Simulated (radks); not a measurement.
Values are calculated unless marked as measured or tabulated.
Code: a radial shooting solver on a logarithmic mesh with Libxc functionals. Model: scalar-relativistic Kohn-Sham, exchange-only LDA, spin-polarised, spherical densities, finite nucleus; open shells are filled with parallel spins first (spin-orbit coupling, left out, can overturn this in heavy ions); Fermi nuclear charge, rms radius of each element as measured or else 0.836 A^(1/3) + 0.57 fm. Response by self-consistent Sternheimer equations with the Hartree and adiabatic exchange-only LDA kernel, the relativistic mass of each level held fixed and spin-orbit coupling left out. For heavy and open-shell atoms this level of theory can miss by tens of per cent. Rank Yb5+, Yb2+, Yb4+, Yb3+, Yb+, Yb6+ (NIST ground configurations) by static dipole polarisability, largest first.

Answer. Yb+ 58.81, Yb2+ 8.232, Yb3+ 4.770, Yb4+ 3.546, Yb5+ 2.928, Yb6+ 2.446 bohr^3.
